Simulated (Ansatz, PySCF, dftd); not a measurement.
System: SOF, charge 0, doublet. SOF (SMILES O=[S]F, doublet).
B3LYP-D3(BJ)/def2-TZVP minimum from Ansatz (a program for electronic structure):
```xyz
3

O     -1.2135    -0.4937     0.0699
S     -0.1129     0.4581    -0.0167
F      1.2793    -0.3756    -0.0325
```
Charge 0, spin multiplicity 2.

Property: enthalpy of formation at 298 K (by atomisation, with ideal-gas terms from PySCF's Hessian at B3LYP-D3(BJ)/def2-TZVP and the atoms' measured values of the G2/97 table; no spin-orbit terms), in kcal/mol. Radicals and triplets start from unrestricted determinants; spin-orbit coupling is neglected. Correlated methods leave the cores frozen. Rows without X2C or -DK are non-relativistic. CBS(X,Y): correlation extrapolated as X^-3, Hartree-Fock from the larger set (Q,5: extrapolated as (X+1)exp(-9√X)). A bracket is a step between two methods taken in the basis named. Functionals run without relativity, which enters their misses. Double hybrids freeze cores in their MP2 part. '+ core + X2C': CCSD(T) terms for core correlation (cc-pwCVTZ, 1s frozen past Ne) and scalar relativity (cc-pVTZ-DK). The UHF reference of FOS (O=[S]F, doublet) is spin-contaminated (<S^2> up to 0.04 over the pure value in the sets run).

| level | program | enthalpy of formation at 298 K (kcal/mol) | difference against the last row |
|---|---|---|---|
| HF/CBS(cc-pV(Q+d)Z,cc-pV(5+d)Z) | Ansatz | 48.6 | 116.2 |
| r2SCAN-D4/def2-TZVPD | Ansatz + dftd4 | -73.4 | -5.8 |
| r2SCANh/def2-TZVPD | Ansatz | -65.5 | 2.1 |
| B2PLYP-D3(BJ)/def2-TZVPD | Ansatz + dftd3 | -64.8 | 2.8 |
| B2PLYP/def2-TZVPD | Ansatz | -64.2 | 3.4 |
| B2GP-PLYP-D3(BJ)/def2-TZVPD | Ansatz + dftd3 | -61.5 | 6.1 |
| CCSD(T)/CBS(cc-pV(Q+d)Z,cc-pV(5+d)Z) + core + X2C | Ansatz | -66.9 | 0.7 |
| CCSDT(Q)/cc-pV(T+d)Z | Ansatz | -51.6 | 16.0 |
| CCSD(T)/CBS(cc-pV(Q+d)Z,cc-pV(5+d)Z) + [CCSDT(Q) - CCSD(T)]/cc-pV(T+d)Z + core + X2C | Ansatz | -67.6 | 0.0 |
